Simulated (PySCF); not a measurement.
**Working out the ionisation energy of Hg**

Hg [Xe] 4f14 5d10 6s2 (1S) → Hg⁺ [Xe] 4f14 5d10 6s1 (2S). Computed with PySCF 2.14 in aug-cc-pVTZ-PP with ECP60MDF (6s6p5d3f2g, 88 functions), with scalar relativity through the core potential. Frozen: 5s2 5p6. Energies in hartree (1 hartree = 27.21139 eV):

| part | Hg (lower) | Hg⁺ (upper) |
| --- | --- | --- |
| UHF | -152.540747 | -152.228237 |
| MP2 opposite-spin | -0.304053 | -0.252850 |
| MP2 same-spin | -0.156993 | -0.137542 |

**Question.** What does Hartree-Fock give?

**Answer.** (-152.228237) − (-152.540747) = 0.312510 hartree = 8.504 eV.

**Question.** What do MP2 and SCS-MP2 (6/5 opposite-spin, 1/3 same-spin) give?

**Answer.** The opposite-spin parts differ by 1.393 eV and the same-spin parts by 0.529 eV. MP2: 8.504 + (1.393) + (0.529) = 10.426 eV. SCS-MP2: 8.504 + 1.2 × (1.393) + (0.529)/3 = 10.352 eV.

Measured between the centres of the two terms (NIST): 10.438 eV, so MP2 (valence) is off by -0.012 eV.

What remains against the reference includes basis incompleteness, the frozen core and correlation beyond second order.
